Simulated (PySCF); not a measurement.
# Multinuclear NMR of C2H8O2Si3

Bonds (- single, = double, # triple, : aromatic): O1-Si2 1.621 Å, Si2-C3 1.856 Å, C3#C4 1.211 Å, C4-Si5 1.849 Å, Si2-O6 1.627 Å, O6-Si7 1.615 Å. O1 carries H8; Si2 carries H9; Si5 carries H10, H11, H12; Si7 carries H13, H14, H15. Stereochemistry as in O[Si@@H](C#C[SiH3])O[SiH3].

Non-relativistic Hamiltonian, averaged over atoms made equivalent by symmetry, fast rotation or ring inversion, one computed conformer, in vacuum. GFN2-xTB structure; NMR shieldings at PBE0/pcSseg-1/GIAO; PySCF 2.14.

Task: Predict the 29Si NMR data.

Result: 
```csv
atoms,environment,σ (ppm),δ (ppm)
Si7,"silicon bonded to O, 3 H",395.0,-44.7
Si2,"silicon bonded to C, 2 O, H",413.9,-60.2
Si5,"silicon bonded to C, 3 H",448.5,-88.7
```

Shieldings were converted by a linear fit to measured shifts: 29Si (scatter 8.9 ppm rms, 25.8 ppm with the 6 outliers that the fit left out vs TMS, solution or neat liquid). A few per cent of atoms miss by over 2 rms, more outside the fitted compound classes.

On a 400 MHz spectrometer 29Si resonates near 79.5 MHz, so 1 ppm is 79.5 Hz.

Task: Predict the 17O NMR data.

Result: 
```csv
atoms,environment,σ (ppm),δ (ppm)
O1,"oxygen bonded to Si, H",277.4,14.0
O6,oxygen bonded to 2 Si,286.3,5.9
```

Shieldings were converted by a linear fit to measured shifts: 17O: δ = 266.70 − 0.911σ (rms 10.7 ppm, 155 shifts, 12.2 ppm with the 3 outliers that the fit left out vs liquid water, solution or neat liquid). A few per cent of atoms miss by over 2 rms, more outside the fitted compound classes.

On a 500 MHz spectrometer 17O resonates near 67.8 MHz, so 1 ppm is 67.8 Hz.
